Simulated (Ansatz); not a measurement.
A run on H2I2O2Zr (`[OH][Zr]([OH])([I])[I]`) with other settings.

```yaml
crystal:
  periodic: [false, false, false]
  atoms:
    - {symbol: O, position_ang: [-0.823091, 0.694828, 1.264695]}
    - {symbol: Zr, position_ang: [-0.062521, 0.038913, -0.368250]}
    - {symbol: O, position_ang: [1.313848, -1.056557, 0.006449]}
    - {symbol: I, position_ang: [-1.935737, -1.522870, -1.810051]}
    - {symbol: I, position_ang: [0.837743, 2.136877, -1.743840]}
    - {symbol: H, position_ang: [-1.149979, 0.969736, 2.064506]}
    - {symbol: H, position_ang: [2.111360, -1.606944, 0.490258]}
basis:
  gaussian: {orbitals: def2-SVPD, fitting: {mean_field: def2-universal-jkfit}}
hamiltonian: {xc: {name: HF}, pseudopotentials: {relativity: scalar}}
```

```sh
$ ansatz run in.yaml --threads 4 --pin off --events-out ev --progress --plain --max-ram 11315MiB
```

Shortened log:

```
Functional definition: HF
881 factors; integrals over basis functions are off by at most 2.0e-1 eV
mean field evaluation 1: about -21517.5456 eV, gradient 5.6e1 eV
mean field evaluation 2: about -21519.5098 eV, gradient 4.7e1 eV
mean field evaluation 4: about -21523.5726 eV, gradient 1.1e0 eV
mean field evaluation 8: about -21523.5781 eV, gradient 1.2e-5 eV
mean field -21523.57814788 eV, -790.9769077294 hartree, gradient 1.2e-5 eV, S^2 0.000000; 0 other end points of the search recorded, 0 dependent functions left out
reference -21523.57814788 eV, -790.9769077294 hartree; 40, 40 occupied and 126, 126 virtual orbitals, 881 factors
Total energy: -21523.57814788 eV, -790.9769077294 hartree
Relativity: scalar
```

Hardware: 4 threads of an Intel Xeon Platinum 8259CL on a shared host. Wall time 1.2 s, peak host memory 0.37 GiB.
